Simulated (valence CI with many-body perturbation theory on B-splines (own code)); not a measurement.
Values are calculated unless marked as measured or tabulated.
**W XXV: what each term of the Hamiltonian does**

Level of theory: relativistic CI+MBPT: four valence electrons over a frozen Dirac-Fock core [Kr] 4d10, radial functions for each j: 8 s, 8 p, 9 d, 9 f, 6 g, 3 h, 2 i, with the one-electron correlation potential Σ1 (screened to all orders), the two-electron term Σ2, the three-electron term Σ3, Breit, model QED; selected single and double excitations, second order for the rest, scaled by the run's own slope (own B-spline code, finite nucleus).

No measured levels were compared; by estimate terms of the open shell hold to a few per cent of their energy, and close levels can change places. Core correlation moves these levels by up to 4000 cm⁻¹, and in measured spectra 5 to 20 % of such shifts remained as error; rates that hang on mixing are uncertain with them. Only levels of the ground parity were solved; by the run's estimate the other parity begins above the list, which can be wrong where configurations are misplaced.

Each rung adds one term. CI alone is the Dirac-Coulomb CI over the frozen core; QED comes last and gives the full result, which names the levels. Energies are above 4f4 5I_4 on the same rung, in eV.

Names give the largest LS component (configuration and term), which can be under half, so a name can repeat, a term be missing and a line seem to break the LS rules; names also repeat where a configuration has a term twice. Letters in brackets count levels of one name in rising energy.

| Level | CI alone | + Σ1 | + Σ2 | + Σ3 | + Breit | Full |
| --- | --- | --- | --- | --- | --- | --- |
| 4f4 5I_5 | 1.716 | 1.768 | 1.865 | 1.874 | 1.739 | 1.748 |
| 4f4 5I_6 | 3.234 | 3.320 | 3.468 | 3.477 | 3.221 | 3.236 |
| 4f4 5F_2 | 4.490 | 4.498 | 4.205 | 4.268 | 4.332 | 4.331 |
| 4f4 5I_7 | 4.506 | 4.609 | 4.763 | 4.763 | 4.418 | 4.436 |
| 4f4 5F_1 | 5.076 | 5.132 | 4.971 | 5.045 | 5.010 | 5.019 |
| 4f4 3G_4 [a] | 5.445 | 5.482 | 5.380 | 5.378 | 5.327 | 5.331 |
| 4f4 5I_8 | 5.590 | 5.700 | 5.843 | 5.831 | 5.417 | 5.435 |
| 4f4 5F_3 | 5.966 | 6.033 | 5.892 | 5.955 | 5.855 | 5.865 |
| 4f4 5G_2 | 6.542 | 6.604 | 6.315 | 6.374 | 6.316 | 6.324 |
| 4f4 5S_2 | 6.621 | 6.698 | 6.554 | 6.490 | 6.386 | 6.398 |
| 4f4 5G_3 | 6.859 | 6.920 | 6.672 | 6.729 | 6.673 | 6.681 |
| 4f4 3K_6 [a] | 7.039 | 7.134 | 7.214 | 7.161 | 6.915 | 6.930 |
| 4f4 5F_5 [a] | 7.554 | 7.648 | 7.559 | 7.595 | 7.398 | 7.412 |
| 4f4 3L_7 | 7.637 | 7.738 | 7.761 | 7.740 | 7.431 | 7.447 |
| 4f4 5F_4 | 7.755 | 7.870 | 7.798 | 7.850 | 7.646 | 7.664 |
| 4f4 3M_8 [a] | 8.334 | 8.440 | 8.419 | 8.432 | 8.053 | 8.070 |
| 4f4 5G_4 | 9.114 | 9.234 | 9.116 | 9.131 | 8.935 | 8.954 |
| 4f4 3D_2 | 9.195 | 9.315 | 9.283 | 9.321 | 9.160 | 9.179 |
| 4f4 5F_5 [b] | 9.350 | 9.494 | 9.466 | 9.503 | 9.212 | 9.235 |

Q: How does the ionisation energy move along the ladder, and which term matters most?

A: CI alone 720.73, + Σ1 724.12, + Σ2 732.63, + Σ3 732.68, + Breit 732.62, + QED 732.67 eV. The largest step is Σ2, 8.51 eV. NIST lists 734.1 ± 1.7 eV (semi-empirical).
